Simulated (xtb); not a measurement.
Here is a job for xtb.
```
$ xtb mol.xyz --gfn 2 --opt vtight --json

# file mol.xyz
9

O      0.72838720     1.21147467    -0.87587443
Si     0.01408108    -0.07126021    -0.02282170
O     -1.05690041     0.68996905     1.03872377
O     -0.66967187    -0.95196667    -1.01753091
O      1.02683201    -0.92216627     0.90597782
H      1.02700062     1.96400948    -0.31432255
H     -1.39759221     0.25157368     1.74849547
H     -1.18790537    -0.63724199    -1.87788816
H      1.54596327    -1.52995827     0.43426360
```

Question: Predict the HOMO-LUMO gap from GFN2-xTB (xtb 6.7.1).

Answer: 11.00 eV

Question: Give the dipole moment at the level GFN2-xTB.

Answer: 0.01 D

Question: Predict the total energy at the end of the optimisation from GFN2-xTB.

Answer: -20.2233 Eh
